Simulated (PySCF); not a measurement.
Cl, doublet. Base run: TPSS/pcseg-1 run with PySCF.

PySCF was given this input:
```python
from pyscf import gto, scf, dft

mol = gto.M(
    atom='''
Cl    0.00000000    0.00000000    0.00000000
''',
    basis='pcseg-1',
    spin=1,
    verbose=4,
)

mf = dft.UKS(mol)
mf.xc = 'tpss'
mf.kernel()
```

Each row names what was changed in the base input (with any setting that the change needs).

```
change                               ΔE vs base (µEh)  grid points  electrons on the grid
-----------------------------------  ----------------  -----------  ---------------------
base                                              0.0        18880               17.00000
grids.atom_grid = (50, 194)                      26.1         6320               17.00000
grids.atom_grid = (150, 974)                     -0.1        73864               17.00000
grids.becke_scheme = stratmann                    0.0        18880               17.00000
grids.level = 0                                  -186         1624               17.00152
grids.radi_method = gauss_chebyshev              -1.4        18560               17.00000
grids.atom_grid = (30, 110)                     -3742         2424               17.00000
small_rho_cutoff = 0                              0.0        18880               17.00000
grids.atom_grid = (75, 302)                      -0.1        13656               17.00000
grids.atom_grid = (99, 590)                      -0.1        29856               17.00000
grids.level = 4                                  -0.1        28696               17.00000
```

Open shells are given as the SCF converged; they aren't shown to be the lowest states, and a large step between rows can be another state.
